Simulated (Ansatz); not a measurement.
**Two structures, one formula**

Two relaxed structures of AlBSiH₄Cl (charge +1), singlet (PBE0-D4/def2-TZVP; forces vanish, vibrations not checked).

A:

B1  (-0.770, 2.239, -0.600)
Al2  (0.073, 0.372, -0.025)
Si3  (1.042, -1.690, 0.622)
Cl4  (-1.062, -1.633, -0.157)
H5  (-0.641, 2.604, -1.725)
H6  (-1.351, 2.881, 0.215)
H7  (0.930, -2.223, 1.994)
H8  (1.780, -2.551, -0.324)
(Å)

B:

```
8
angstrom
B -0.9355 1.2651 -0.8646
Al 0.3638 -0.2493 -0.0499
Si 1.6606 -2.1382 0.8657
Cl -2.5145 0.6778 -1.1738
H -0.6327 2.3914 -1.0888
H 2.9865 -1.5733 1.2067
H 0.8942 -2.5968 2.0475
H 1.7099 -3.1370 -0.2273
```

Program: Ansatz 0.2.0. Basis: def2-TZVPP. Cores are frozen in the correlated methods. B3LYP uses VWN-RPA correlation.

(1) Which structure is lower at CCSD(T), and by how much? (To be estimated.)

(2) Do the other methods give the same order? (Judge from chemistry; the calculation decides.)

No T1 diagnostic of these runs exceeds 0.016.

Answers

(1) Computed: B, by 0.46 kcal/mol (electronic energy, against the other); a gap this small isn't resolved in one triple-zeta basis. By their contacts, A is AlBSiH₄Cl ([BH2][Al]1[SiH2][Cl]1), total charge +1 and B is AlBSiH₄Cl ([SiH3][Al][BH][Cl]), total charge +1.

(2) Computed: Not all: r2SCAN-D4, wB97M-V, HF, MP2 give the other order.

```
   method  E(B) − E(A) (kcal/mol)
   PBE-D4                   -1.38
r2SCAN-D4                    1.46
  PBE0-D4                   -0.03
 B3LYP-D4                   -1.00
  wB97M-V                    1.49
       HF                    0.51
      MP2                    0.74
     CCSD                   -0.27
  CCSD(T)                   -0.46
```

Labels in which every atom is bracketed show which atoms are joined, not bond orders.

For scale, one of the runs: CCSD(T)/def2-TZVPP, 213 basis functions, launched by `ansatz run in.yaml --threads 2 --pin off --events-out ev --progress --plain --max-ram 4352MiB`. The run took 56 s on 2 CPU threads of an Arm Neoverse V2 (shared host), with 2.6 GiB of host memory at its peak.
